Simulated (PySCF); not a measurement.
PySCF job for C5H5F, SMILES C=C=CC(=C)F, SMD-ωB97X/def2-SVP. Geometry: PBE-D3(BJ)/def2-SVP. The structure was generated by enumeration, and PubChem lists no compound with its InChIKey, so it may never have been made. One conformer was computed; it need not be the lowest.

```python
import numpy as np
from pyscf import gto, scf, dft
from pyscf.solvent import smd

mol = gto.M(
    atom='''
    C    -0.11029603   -2.66357158   -0.00000000
    C     0.35325254   -1.43526669   -0.00000000
    C     0.83400844   -0.19823507   -0.00000000
    C     0.00754787    1.00727980    0.00000000
    C     0.46317300    2.27739852    0.00000000
    F    -1.32013187    0.76895532    0.00000000
    H    -0.31792821   -3.20151849   -0.94205481
    H    -0.31792821   -3.20151849    0.94205481
    H     1.92663533   -0.03830896   -0.00000000
    H    -0.23871232    3.12189098    0.00000000
    H     1.54300530    2.47322723    0.00000000
    ''',
    basis='def2-SVP',
    charge=0,
    spin=0,
    max_memory=1600,
    verbose=3,
)
mf = dft.RKS(mol, xc='wb97x').density_fit(auxbasis='def2-universal-jkfit')
mf.grids.level = 3
mf.conv_tol = 1e-9
mf.max_cycle = 100
mf.kernel()
res = {}
for name in ['water', 'dichloromethane', 'acetone']:
    s = mf.SMD()
    s.with_solvent.solvent, s.with_solvent.sasa_ng = name, 194
    s.kernel(mf.make_rdm1())
    res[name] = (s.e_tot, s.with_solvent.get_cds(), s.dip_moment(), s.mo_energy, s.converged)
    print(f'SMD {name}: dG(solv) = {(s.e_tot - mf.e_tot) * 627.509474:.3f} kcal/mol, of which CDS {res[name][1] * 627.509474:.3f}')
```

Program output:

```
converged SCF energy = -292.995610946041
converged SCF energy = -292.994636758927
Dipole moment(X, Y, Z, Debye):  1.63455, -0.66253, -0.00000
SMD water: dG(solv) = 0.611 kcal/mol, of which CDS 5.150
converged SCF energy = -293.002583965357
Dipole moment(X, Y, Z, Debye):  1.55980, -0.67032, -0.00000
SMD dichloromethane: dG(solv) = -4.376 kcal/mol, of which CDS -0.567
converged SCF energy = -293.001600704298
Dipole moment(X, Y, Z, Debye):  1.60547, -0.66636, -0.00000
SMD acetone: dG(solv) = -3.759 kcal/mol, of which CDS 0.502
```

Self-consistency was reached.

Cost: around 80 core-seconds (rough).
